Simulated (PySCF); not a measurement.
Start geometry of `C#CC(C)=C=CF` from GFN2-xTB (Å):
```
atom  x, y, z in Å
C1    -1.913    1.882    0.256
C2    -1.114    0.995    0.128
C3    -0.204   -0.083   -0.021
C4    -0.807   -1.451   -0.178
C5     1.087    0.137   -0.034
C6     2.364    0.341   -0.049
F7     3.125    0.317    1.073
H8    -2.601    2.666    0.370
H9    -1.417   -1.683    0.694
H10   -1.451   -1.472   -1.056
H11   -0.028   -2.202   -0.283
H12    2.959    0.552   -0.928
```

What comes out of this run: PySCF, PBE0-D3(BJ)/def2-SVP geometry optimisation, gas phase?

```
atom  x, y, z in Å
C1    -2.359    1.680    0.442
C2    -1.547    0.787    0.316
C3    -0.631   -0.303    0.166
C4    -1.218   -1.685    0.029
C5     0.672   -0.078    0.153
C6     1.957    0.147    0.088
F7     2.760    0.156    1.154
H8    -3.065    2.482    0.555
H9    -1.828   -1.925    0.914
H10   -1.881   -1.729   -0.849
H11   -0.428   -2.439   -0.077
H12    2.490    0.351   -0.848
```

The energy falls by 0.057 eV over 5 energy and gradient evaluations, the largest force component goes from 0.0181 to 3.1e-04 Eh/bohr, and the atoms move by 0.031 Å rms after alignment. The bond that changes most is C1–H8 (terminal alkyne carbon to alkyne hydrogen), which lengthens by 0.025 Å. Bonds longer at the end by more than 0.005 Å: 9 of 11; shorter: 1. Among the angles that change most is C5–C6–H12, from 125.6° to 123.6°. Rotational constants go from 4712, 1450, 1174 to 4653, 1428, 1152 MHz. The orientation of the end geometry is arbitrary; only internal coordinates are fixed.

The run used 123 basis functions and 40 SCF cycles in all. On one thread of an Arm Neoverse V1, on a shared host, this took 30 s and 0.61 GiB of memory at its peak.

Whether it is a minimum is left open (no frequencies).
